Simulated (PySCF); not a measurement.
Input file for PySCF: R-BP86/6-31G* on BeH+, 2S+1 = 1, a spin state set in the input, which need not be the lowest, a point of a bond scan (R = 1.298 Å). Charge +1.

```python
from pyscf import gto, scf, dft, mp
from pyscf.data.elements import chemcore

mol = gto.M(
    atom='''
    H     0.00000000    0.00000000    0.00000000
    Be    0.00000000    0.00000000    1.29758900
    ''',
    basis='6-31g*',
    cart=True,
    charge=1, spin=0, verbose=3, max_memory=1800)
mf = dft.RKS(mol, xc='b88,p86')
mf.conv_tol = 1e-8
mf.max_cycle = 100
mf.kernel()
if not mf.converged:
    mf = mf.newton().run(mf.mo_coeff, mf.mo_occ)
```

It printed:

```
converged SCF energy = -14.9361749368293
```

The calculation finished and met its thresholds.

Cost: roughly 0.25 core-seconds.
